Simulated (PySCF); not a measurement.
Ag(I) anion (AgI), SMILES [I][Ag] (connectivity only; charge and spin as stated), charge -1, multiplicity 2. Atoms are numbered in the order given.

```xyz
2

Ag     0.0000     0.0000    -1.5093
I      0.0000     0.0000     1.3384
```
Charge -1, spin multiplicity 2.

The structure is a stationary point at B3LYP-D3(BJ)/def2-TZVPD. The spin state was assumed, not searched. The def2 effective core potentials stand for the cores of Ag, I; spin–orbit coupling is left out.

Computed with CAM-B3LYP/def2-TZVPD run with PySCF.

Mulliken values depend strongly on the basis, most of all with diffuse functions as here. ESP charges are fitted to the potential on shells at 1.4 to 2.0 van der Waals radii. Atomic charges (e):

| atom | ESP fit | Mulliken | Mulliken spin |
|---|---|---|---|
| Ag1 | ___ | -0.35 | 0.89 |
| I2 | ___ | -0.65 | 0.11 |

Task: Complete the blanks. (An estimate is asked for; the answer gives what the named calculation found.)

Result: 
- Ag1, ESP fit: -0.38
- I2, ESP fit: -0.62
